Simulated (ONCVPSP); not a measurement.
## How hard is this europium (Eu) ONCV potential?

* Element: Eu
* Generator: ONCVPSP 4.0.1
* Type: optimised norm-conserving Vanderbilt (ONCV)
* Functional: PBEsol
* Relativity: scalar-relativistic
* Frozen core: [Kr] 4d10 4f6
* Valence charge: 11
* Reference configuration: 5s2 5p6 5d1 6s2
* Partial waves: 5s+6s: rc 2.15 bohr, ncon 3, nbas 6, qcut 5 1/bohr, 2 projectors; 5p: rc 1.85 bohr, ncon 5, nbas 10, qcut 7.4 1/bohr, 2 projectors, debl 2.7 Ha; 5d: rc 3.85 bohr, ncon 4, nbas 9, qcut 3.9 1/bohr, 2 projectors, debl 3.5 Ha
* Local potential: polynomial inside 1.20 bohr (lpopt 3, dvloc0 -1 Ha)
* Core correction: Teter function fitted to the true core (icmod 2), fcfact 0.2

Question: For each optimised wave give the share of its norm inside rc, the residual kinetic energy above qcut (Ha) and the cutoffs (Ha) for errors of 10, 1, 0.1 and 0.01 mHa per electron.

Answer:

```tsv
wave	norm inside rc	residual KE	10 mHa	1 mHa	0.1 mHa	0.01 mHa
5s	0.946	1.7e-05	6.0	8.9	11.0	19.1
6s	0.059	1.5e-05	2.7	8.3	10.8	14.3
5p	0.725	5.2e-06	14.4	19.4	23.1	26.7
p projector 2	0.089	7.6e-06	14.2	19.8	23.8	27.2
5d	0.808	1.1e-06	4.0	5.2	6.2	7.1
d projector 2	0.201	7.0e-04	6.4	7.7	23.7	28.8
```

The occupied waves need 19 Ha and 23 Ha for 1 and 0.1 mHa. Note: no bound ghost flagged; GHOST(+) flagged for s at 24.1 eV, d at 129.8 eV, p at 213.9 eV. 1 of 4 tests not solved or not reliable.
